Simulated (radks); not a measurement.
The numbers below are computed, except where a source is named.
Spherical quantum dot in the effective-mass picture: electrons in a parabolic well V = omega^2 r^2 / 2 with omega = 0.121, all in effective atomic units (hartree* = m*/eps^2 hartree, bohr* = eps/m* bohr), one dielectric constant everywhere. Level of theory: non-relativistic Kohn-Sham, LDA (Slater exchange, Perdew-Wang correlation), spin-polarised, spherical densities (a radial shooting solver with Libxc functionals). Levels are named by radial order and angular momentum (1s, 1p, 1d, 2s, ...), and open shells are averaged over m.

N = 10, configuration 1s2 1p6 1d(up 2, down 0). This is the lowest configuration that the search found. Occupied and some empty levels:

level    occupation  eigenvalue (hartree*)  <r> (bohr*)
1s up             1                 1.5567        5.782
1s down           1                 1.5643        5.661
1p up             3                 1.5953        6.706
1p down           3                 1.6047        6.672
1d up             2                 1.6461        7.374
1d down           0                 1.6561        7.380
2s up             0                 1.6779        5.940
2s down           0                 1.6827        6.000
1f up             0                 1.7065        7.923
1f down           0                 1.7164        7.951
2p up             0                 1.7467        6.852
2p down           0                 1.7522        6.863

Energy (hartree*): total 9.63303, kinetic 0.70143, external 3.4896, Hartree 6.7819, exchange-correlation -1.3399.
